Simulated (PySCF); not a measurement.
# input.py for SrB

The script input.py:

```python
from pyscf import gto, dft

mol = gto.M(
    atom='Sr 0 0 0; B 0 0 2.525',
    basis='cc-pvdz-dk',
    charge=0,
    spin=1,
    verbose=3,
)
mf = dft.UKS(mol, xc='wb97')
mf = mf.sfx2c1e()
field = 0.001  # electric field along z, atomic units
h = mf.get_hcore() + field*mol.intor('int1e_r')[2]
mf.get_hcore = lambda *args: h
e_nuc = mol.energy_nuc() - field*mol.atom_charges() @ mol.atom_coords()[:, 2]
mf.energy_nuc = lambda *args: e_nuc
mf.kernel()
mf.analyze()
print('orbital energies (hartree):', [e[max(0, n-3):n+3].round(4) for e, n in zip(mf.mo_energy, mol.nelec)])
```

```bash
$ OMP_NUM_THREADS=1 python input.py
```

The log (some set-up lines and the per-cycle HOMO/LUMO lines with their warnings removed):

```
converged SCF energy = -3204.09785447791  <S^2> = 0.77502176  2S+1 = 2.0248672
**** MO energy ****
                             alpha | beta                alpha | beta
[11 lines left out]
MO #12  energy= -4.92297217847665  | -4.92289605895232  occ= 1 | 1
MO #13  energy= -4.92227340359325  | -4.92207946028479  occ= 1 | 1
MO #14  energy= -4.92208952800611  | -4.92202965218934  occ= 1 | 1
MO #15  energy= -4.9219291904045   | -4.92185067979034  occ= 1 | 1
MO #16  energy= -1.72937214426685  | -1.72847139613586  occ= 1 | 1
MO #17  energy= -1.02295520411384  | -1.0211263922288   occ= 1 | 1
MO #18  energy= -1.02016567020139  | -1.01987079115913  occ= 1 | 1
MO #19  energy= -1.01903061108264  | -1.01685187885159  occ= 1 | 1
MO #20  energy= -0.506483751378214 | -0.466224386626179 occ= 1 | 1
MO #21  energy= -0.268788953528455 | -0.204620925901442 occ= 1 | 1
MO #22  energy= -0.197890788352551 | -0.0178572218678872 occ= 1 | 0
MO #23  energy= -0.0111769822980004 | -0.0103279079341823 occ= 0 | 0
MO #24  energy= -0.0101366872256018 | -0.00104581047418395 occ= 0 | 0
MO #25  energy= 0.023269719508944  | 0.0229755496590782 occ= 0 | 0
[25 lines left out]

To work with the spin densities directly, `use mulliken_meta_spin()` only printing them here.

 ** Mulliken spin pop alpha/beta on meta-lowdin orthogonal AOs **
 ** Mulliken Spin Density (per atom)  **
spin density of  0 Sr =      0.16853
spin density of  1 B =      0.83147
 ** Mulliken pop alpha/beta on meta-lowdin orthogonal AOs **
 ** Mulliken atomic charges   ( Nelec_alpha | Nelec_beta ) **
charge of  0Sr =      0.51754  (    18.82550     18.65696 )
charge of  1B =     -0.51754  (     3.17450      2.34304 )
Dipole moment(X, Y, Z, Debye):  0.00000,  0.00000, -1.92421
orbital energies (hartree): [array([-0.5065, -0.2688, -0.1979, -0.0112, -0.0101,  0.0233]), array([-1.0169e+00, -4.6620e-01, -2.0460e-01, -1.7900e-02, -1.0300e-02,
       -1.0000e-03])]
```

In short: E(SCF) = -3204.097854 Eh, ⟨S²⟩ = 0.775, μz(SCF) = -1.92 D.

Hardware: Intel Xeon 6975P-C, 1 thread, shared host. Wall time 12 s.

The bond length is a typed value, not an optimised one. No search for the lowest solution was made.
